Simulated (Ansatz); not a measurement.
Coupled-cluster diagnostics for PtO₂⁻ (the lowest doublet isomer of a short search), Ansatz.

Geometry of the doublet (r2SCAN-D4/def2-TZVPD):

| atom | x (Å) | y (Å) | z (Å) |
| --- | --- | --- | --- |
| Pt1 | 0.000 | 0.000 | 0.000 |
| O2 | 1.102 | -0.578 | -1.256 |
| O3 | -1.102 | 0.578 | 1.256 |

In the def2 sets Pt takes a core potential; there is no spin–orbit coupling. Correlated methods freeze 2 core orbitals; core or outer-core shells of Pt are correlated, in sets that lack core-valence functions. In CCSD on the charge -1 doublet the largest single amplitude is 0.48, so its Hartree–Fock determinant may place the open shell otherwise than the density functionals do. The structure comes from a short search, and lower isomers may exist.

Geometry of the charge -1 quartet (r2SCAN-D4/def2-TZVPD):

Cartesian coordinates in Å:
```
Pt 0.177 0.198 -0.033
O -1.085 0.575 -1.314
O 0.908 -0.772 1.347
```

**Question.** Estimate the CCSD(T) correlation energy, the shares of MP2 and (T), T1 and the reference's ⟨S²⟩ for: charge -1, doublet, own geometry in def2-TZVPPD; charge -1, quartet, own geometry in def2-TZVPPD; charge 0, singlet, vertical in def2-TZVPPD; and the rough time on 4 threads of Arm Neoverse V1 on a shared host.

**Answer.** 
```
                           state        basis  correlation (eV)  MP2 share (%)  (T) share (%)     T1  ⟨S²⟩ (pure)  wall time                                                                  remarks
charge -1, doublet, own geometry  def2-TZVPPD           -30.991           92.4            6.2  0.103  1.52 (0.75)    1.7 min  flagged by the program, large T1 (0.103), spin-contaminated (⟨S²⟩ 1.52)
charge -1, quartet, own geometry  def2-TZVPPD           -28.951           96.4            4.8  0.059  3.80 (3.75)       21 s                                                         large T1 (0.059)
     charge 0, singlet, vertical  def2-TZVPPD           -33.232          105.1            7.7  0.034  0.00 (0.00)       30 s                                                      stability undecided
```
Customary marks for T1 are 0.02 (closed shells), 0.045 (open shells) and about 0.05 (3d metals). T1 exceeds 0.02 in 3 of 3 rows and 0.045 in 2; the higher it lies, the less the single-reference result can be trusted.
